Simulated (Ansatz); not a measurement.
Calculated with Ansatz (gas phase, PBE0-D4/def2-TZVP geometries, no zero-point term in ΔE). CCSD(T)/CBS is the MP2 limit (def2-TZVPP, def2-QZVPP) plus CCSD(T) − MP2 in def2-TZVPP, frozen cores. This one scheme is used for every species. DFT in def2-TZVPP. B3LYP here is the variant with VWN-RPA as its local correlation; programs differ in this. HSE06 is defined as in plane-wave codes. Each species was taken in one conformer, which may not be the lowest.

`FC[SiH2]S` + `O[SiH3]` → `[SiH3]OC[SiH2]S` + H–F  (substitution at a C–F bond)

`FC[SiH2]S`:

```xyz
9

F    -0.618   -0.257   -1.766
C    -1.055    0.122   -0.498
Si    0.444    0.405    0.621
S     1.588   -1.384    0.814
H    -1.699   -0.672   -0.107
H    -1.655    1.032   -0.603
H    -0.024    0.743    1.989
H     1.253    1.519    0.064
H     1.767   -1.508   -0.514
```

`O[SiH3]`:

```xyz
6

O    -0.209   -0.418   -1.193
Si   -0.098    0.182    0.337
H     0.552   -0.878   -1.550
H     0.154   -0.896    1.333
H    -1.399    0.830    0.615
H     1.000    1.180    0.458
```

`[SiH3]OC[SiH2]S`:

Cartesian coordinates in Å:
```
Si -0.147 -2.240 -0.415
O 0.156 -0.727 0.165
C 0.035 0.418 -0.669
Si 0.422 1.936 0.384
S -0.912 2.021 2.045
H 0.786 -2.568 -1.529
H -1.541 -2.329 -0.931
H 0.050 -3.168 0.721
H -0.979 0.498 -1.084
H 0.733 0.360 -1.517
H 0.195 3.179 -0.396
H 1.840 1.864 0.820
H -0.638 0.754 2.406
```

H–F:

Cartesian coordinates in Å:
```
F -0.120 -0.057 0.440
H 0.120 0.057 -0.440
```

```
             level  ΔE (kcal/mol)  difference from CCSD(T)/CBS
       LDA (SPW92)           -1.3                          1.1
            PBE-D4           -0.7                          1.7
         revPBE-D4           -1.8                          0.6
           BLYP-D4           -0.6                          1.8
         r2SCAN-D4            0.1                          2.5
            B97M-V            0.6                          3.0
           PBE0-D4           -1.3                          1.1
          B3LYP-D4           -0.9                          1.5
        r2SCANh-D4           -0.2                          2.2
          HSE06-D4           -1.3                          1.1
          BHLYP-D4           -1.0                          1.4
      CAM-B3LYP-D4           -0.3                          2.1
            B2PLYP            0.0                          2.4
          PBE-QIDH           -1.7                          0.7
               PBE            1.0                          3.4
              BLYP            2.8                          5.2
            r2SCAN            0.7                          3.1
              PBE0            0.3                          2.7
             B3LYP            1.9                          4.3
           r2SCANh            0.4                          2.8
           r2SCAN0            0.0                          2.4
             HSE06            0.2                          2.6
             BHLYP            1.3                          3.7
         CAM-B3LYP            1.4                          3.8
RPA@PBE/def2-TZVPP           -1.5                          0.9
       HF/def2-SVP            0.9                          3.3
      MP2/def2-SVP           -3.3                         -0.9
     CCSD/def2-SVP           -2.0                          0.4
  CCSD(T)/def2-SVP           -2.4                          0.0
     HF/def2-TZVPP            2.0                          4.4
    MP2/def2-TZVPP           -3.5                         -1.1
SCS-MP2/def2-TZVPP           -2.0                          0.4
   CCSD/def2-TZVPP           -1.6                          0.8
CCSD(T)/def2-TZVPP           -2.2                          0.2
     HF/def2-QZVPP            1.9                          4.3
    MP2/def2-QZVPP           -3.7                         -1.3
SCS-MP2/def2-QZVPP           -2.2                          0.2
      HF/CBS(def2)            1.9                          4.3
     MP2/CBS(def2)           -3.8                         -1.4
    CCSD/CBS(def2)           -1.9                          0.5
       CCSD(T)/CBS           -2.4                            0
```

Largest T1 diagnostic among the species: 0.012.

The D4 term adds −2.7 kcal/mol with B3LYP and −1.6 kcal/mol with PBE0; it sums over pairs of atoms, weighted by their polarisabilities, and B3LYP, whose exchange is more repulsive, gets the larger term. From r2SCAN to r2SCAN0 (25 % exact exchange), in def2-TZVPP and without D4, ΔE moves by −0.7 kcal/mol.
